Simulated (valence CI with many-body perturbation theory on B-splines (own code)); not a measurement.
## Missing levels of Se XIV

Computed by valence CI with perturbative core correlation (CI+MBPT): three valence electrons over a frozen Dirac-Fock core [Ar], radial functions for each j: 7 s, 7 p, 8 d, 6 f, 4 g, 1 h, with the one-electron correlation potential Σ1, the two-electron term Σ2, the three-electron term Σ3, Breit, model QED; selected CI, second order for the rest, scaled by the run's own slope (own B-spline code, finite nucleus).

No measured spectrum was set against this ion. As an estimate, terms of the open shell hold to 2 to 4 % of their energy, and close levels can change places. The list stops below the first excitations out of the core. Only levels of the ground parity were solved; by the run's estimate the other parity begins above the list, which can be wrong where configurations are misplaced.

| Level | E (eV) |
| --- | --- |
| 3d3 4F_3/2 | 0.0000 |
| 3d3 4F_5/2 | 0.4917 |
| 3d3 4F_7/2 | ? |
| 3d3 4F_9/2 | ? |
| 3d3 4P_3/2 | 4.745 |
| 3d3 4P_1/2 | 4.801 |
| 3d3 2G_7/2 | 5.386 |
| 3d3 4P_5/2 | ? |
| 3d3 2G_9/2 | 5.730 |
| 3d3 2D_3/2 [a] | ? |
| 3d3 2P_1/2 | 7.048 |
| 3d3 2H_9/2 | ? |
| 3d3 2H_11/2 | 7.680 |
| 3d3 2D_5/2 [a] | ? |
| 3d3 2P_3/2 | 8.454 |
| 3d3 2F_7/2 | 11.565 |
| 3d3 2F_5/2 | 11.780 |
| 3d3 2D_5/2 [b] | 17.842 |
| 3d3 2D_3/2 [b] | 18.042 |

Names give the largest LS component (configuration and term), which can be under half, so a name can repeat, a term be missing and a line seem to break the LS rules; names also repeat where a configuration has a term twice. Letters in brackets count levels of one name in rising energy.

(1) The levels stand in rising order. What does the calculation give for the missing energies?

## Answers

(1) 3d3 4F_7/2 1.071; 3d3 4F_9/2 1.685; 3d3 4P_5/2 5.584; 3d3 2D_3/2 [a] 6.688; 3d3 2H_9/2 7.616; 3d3 2D_5/2 [a] 7.946.
